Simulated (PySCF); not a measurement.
methylamine (CH5N), singlet, geometry from GFN2-xTB, with bond 6-1 at 1.3 times its length. Base run: SVWN5/3-21G run with PySCF.

Here is a job for PySCF.
```python
from pyscf import gto, scf, dft

mol = gto.Mole()
mol.atom = '''
    C     0.06015742    0.70059241   -0.00131411
    N     0.03966195   -0.75172453    0.00299697
    H    -0.93451955    1.16943137   -0.01795391
    H    -0.46398692   -1.09295311    0.81518120
    H    -0.43905591   -1.09816464   -0.82195807
    H     0.74380200    1.14561080    1.15650234
    H     0.61294631    1.03728935   -0.87767727
'''
mol.basis = '3-21g'
mol.verbose = 4
mol.build()

mf = dft.RKS(mol)
mf.xc = 'lda,vwn'
mf.kernel()
```

The base run was repeated with changes; each row names its change, and settings that it needs were set with it.

```json
[
 {"change": "base", "ΔE vs base (mEh)": "0.000", "SCF cycles": "8"},
 {"change": "conv_tol = 1e-7", "ΔE vs base (mEh)": "0.000", "SCF cycles": "7"},
 {"change": "conv_tol = 1e-11", "ΔE vs base (mEh)": "0.000", "SCF cycles": "10"},
 {"change": "conv_tol = 1e-12", "ΔE vs base (mEh)": "0.000", "SCF cycles": "10"},
 {"change": "init_guess = huckel", "ΔE vs base (mEh)": "0.000", "SCF cycles": "10"},
 {"change": "conv_tol = 1e-4", "ΔE vs base (mEh)": "0.013", "SCF cycles": "5"},
 {"change": "diis_space = 2", "ΔE vs base (mEh)": "0.000", "SCF cycles": "47"},
 {"change": "init_guess = mod_huckel", "ΔE vs base (mEh)": "0.000", "SCF cycles": "10"},
 {"change": "level_shift = 0.1 (with mf.max_cycle = 100)", "ΔE vs base (mEh)": "0.000", "SCF cycles": "9"},
 {"change": "solver = newton; init_guess = 1e", "ΔE vs base (mEh)": "0.000", "SCF cycles": "-"},
 {"change": "diis = off; damp = 0.3 (with mf.diis_start_cycle = 200; with mf.max_cycle = 150)", "ΔE vs base (mEh)": "0.000", "SCF cycles": "91"},
 {"change": "solver = newton", "ΔE vs base (mEh)": "0.000", "SCF cycles": "-"},
 {"change": "level_shift = 1.0 (with mf.max_cycle = 100)", "ΔE vs base (mEh)": "0.000", "SCF cycles": "35"}
]
```
